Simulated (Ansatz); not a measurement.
I₂Zn, charge -1, doublet, at a GFN2-xTB geometry (such geometries of metal compounds can be far from the true shape) (a state made from the parent by changing its charge; the spin is typed, not shown lowest) (core potentials on I) (a gas-phase anion, which may not be bound at this level). Base run: PBE0/def2-SV(P) in Ansatz (an electronic-structure program).

Ansatz was given this input:
Ansatz 0.2 input:
```yaml
crystal:
  periodic: [false, false, false]
  atoms:
    - {symbol: Zn, position_ang: [-1.20083186, -0.31108620, -0.27389432]}
    - {symbol: I, position_ang: [0.17421087, 1.99842118, -1.36602408]}
    - {symbol: I, position_ang: [0.50550527, -1.82233465, 1.52105860]}
basis:
  gaussian:
    orbitals: def2-SV_P_.json
hamiltonian:
  xc: pbe0
total_charge: -1
magnetization: {spin_polarized: true, initial_magnetization: 1}
```
The basis file holds def2-SV(P) in the JSON format of the Basis Set Exchange.

The bond that is stretched is that between atoms 2 and 1. A test that says stable can miss a lower solution.

Each row names what was changed in the base input (with any setting that the change needs).

| change | ΔE vs base (mEh) | <S^2> | stability test says |
|---|---|---|---|
| base | 0.000 | 0.753 | minimum |
| spin_polarized = on; lower_state_search = off | 0.000 | 0.753 | undecided (no full test) |
| spin_polarized = on; lower_state_search = standard | 0.000 | 0.753 | minimum |
| bond × 1.25 | 21.927 | 0.755 | minimum |
| spin_polarized = on; lower_state_search = off; bond × 1.25 | 21.927 | 0.755 | undecided (no full test) |
| spin_polarized = on; lower_state_search = standard; bond × 1.25 | 21.927 | 0.755 | minimum |
| bond × 1.5 | 36.658 | 0.755 | minimum |
| spin_polarized = on; lower_state_search = off; bond × 1.5 | 36.658 | 0.755 | undecided (no full test) |
| spin_polarized = on; lower_state_search = standard; bond × 1.5 | 36.658 | 0.755 | minimum |
| bond × 1.8 | 44.241 | 0.754 | minimum |
| spin_polarized = on; lower_state_search = off; bond × 1.8 | 44.241 | 0.754 | undecided (no full test) |
| spin_polarized = on; lower_state_search = standard; bond × 1.8 | 44.241 | 0.754 | minimum |
| bond × 2.2 | 47.098 | 0.754 | minimum |
| spin_polarized = on; lower_state_search = off; bond × 2.2 | 47.098 | 0.754 | undecided (no full test) |
| spin_polarized = on; lower_state_search = standard; bond × 2.2 | 47.098 | 0.754 | minimum |
| bond × 3.0 | 46.742 | 0.754 | minimum |
| spin_polarized = on; lower_state_search = off; bond × 3.0 | 46.742 | 0.754 | undecided (no full test) |
| spin_polarized = on; lower_state_search = standard; bond × 3.0 | 46.742 | 0.754 | minimum |

A gas-phase anion may not be bound at this level; its values then depend on the basis.

On stretching, the SCF can end on different states; <S^2> shows the spin contamination of each.
